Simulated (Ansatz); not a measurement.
Z-matrix (Å, degrees):
```
Si
O 1 1.632
N 1 1.717 2 112.7
H 1 1.484 2 108.9 3 119.2
H 1 1.483 2 106.3 3 -119.9
Si 2 1.632 1 141.8 3 -29.6
H 3 1.006 1 121.4 2 -98.8
H 3 1.006 1 120.6 2 111.3
N 6 1.696 2 106.1 1 40.9
O 6 1.635 2 111.8 1 -81.3
O 6 1.637 2 109.4 1 163.7
H 9 1.010 6 117.1 2 -25.2
H 9 1.006 6 121.3 2 -170.0
H 10 0.958 6 116.1 2 -85.4
H 11 0.958 6 116.4 2 -59.6
```

Charge 0, multiplicity 1.

Q: List the PBE0/def2-TZVPP orbital energies in eV (Ansatz 0.2.0). (Best estimate.)

A: Ansatz gave: Occupied: -1803.36, -1803.03, -522.34, -522.29, -522.26, -391.01, -390.42, -145.43, -145.22, -100.14, -100.12, -100.09, -99.91, -99.90, -99.87, -28.36, -27.51, -27.41, -23.96, -23.44, -16.28, -15.05, -14.33, -14.07, -13.76, -13.03, -12.39, -11.42, -11.08, -10.21, -10.16, -9.63, -9.44, -9.21, -8.56, -7.91, -7.47. Lowest empty: 0.51, 0.92, 1.56, 1.95, 2.08, 2.38, 2.49, 2.67.
